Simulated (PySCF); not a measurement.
Choosing a basis for TDDFT

C3H2BBrF2.
SMILES: `FB(F)C1=C[C@H]1Br`

TDDFT with PBE0 (PySCF), vertical singlets, core orbitals frozen in the response, spherical d and f functions. One conformer (not necessarily the lowest) at the PBE0-D3(BJ)/def2-SVP geometry, without solvent, vibrations or thermal averaging. The PBE0/6-31G* calculation is non-relativistic and has no spin–orbit coupling, an omission that weighs most on bromine.

How do the low singlets change with the basis? Take 6-31G*, def2-SVP, def2-SVPD, aug-cc-pVDZ and def2-TZVP.

```tsv
basis	functions	diffuse	S1 (eV)	S2 (eV)	S3 (eV)	S4 (eV)	S5 (eV)	LUMO (eV)	α (au)
6-31G*	120	no	4.47	4.86	5.64	6.26	6.56	-1.88	54.5
def2-SVP	126	no	4.28	4.62	5.52	6.34	6.47	-2.12	54.9
def2-SVPD	183	yes	4.28	4.64	5.43	6.07	6.38	-2.32	69.0
aug-cc-pVDZ	192	yes	4.29	4.66	5.40	6.03	6.35	-2.26	69.1
def2-TZVP	246	no	4.31	4.68	5.41	6.17	6.43	-2.21	64.9
```

States are compared by their number. Against the largest diffuse basis here (aug-cc-pVDZ, itself not a converged limit), sets without diffuse functions differ by up to 0.17 eV in S1 and 0.21 eV in S5; the smaller diffuse sets differ by up to 0.01 and 0.03 eV. State by state, the largest deviation of a set without diffuse functions is S1 0.17, S2 0.20, S3 0.24, S4 0.31, S5 0.21 eV. The same number needn't mean the same state in each row. Against aug-cc-pVDZ the polarisability deviates by -21% in 6-31G*, -21% in def2-SVP, 0% in def2-SVPD, -6% in def2-TZVP.
